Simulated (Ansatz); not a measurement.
Program: Ansatz. Geometries: PBE0-D4/def2-TZVP. ΔE: electronic, gas phase. CBS: MP2 limit from def2 TZ/QZ plus the TZ coupled-cluster correction, frozen cores. This one scheme is used for every species. DFT in def2-TZVPP. B3LYP here is the variant with VWN-RPA as its local correlation; programs differ in this. One conformer a species, not always the lowest.

Reaction (substitution at a C–B bond): `OCBF` + `O[SiH2]O` → `OCO[SiH2]O` + `BF`

CCSD(T)/CBS gives +51.4 kJ/mol.

(1) Another level gave +52.0 kJ/mol. Which?
A. ωB97X-V/def2-TZVPP
B. HF/def2-TZVPP
C. PBE0/def2-TZVPP
D. B3LYP/def2-TZVPP

Largest T1 diagnostic among the species: 0.013.

Results:

(1) D. B3LYP 52.0, ωB97X-V 45.6, PBE0 56.1, HF/def2-TZVPP 39.0 kJ/mol.

The D4 term adds −5.2 kJ/mol with B3LYP and −3.0 kJ/mol with PBE0; it sums over pairs of atoms, weighted by their polarisabilities, and B3LYP, whose exchange is more repulsive, gets the larger term. In def2-TZVPP, CCSD(T) changes the Hartree–Fock value by +6.6 kJ/mol (the triples alone add −0.9 kJ/mol) and MP2 by +9.1 kJ/mol.
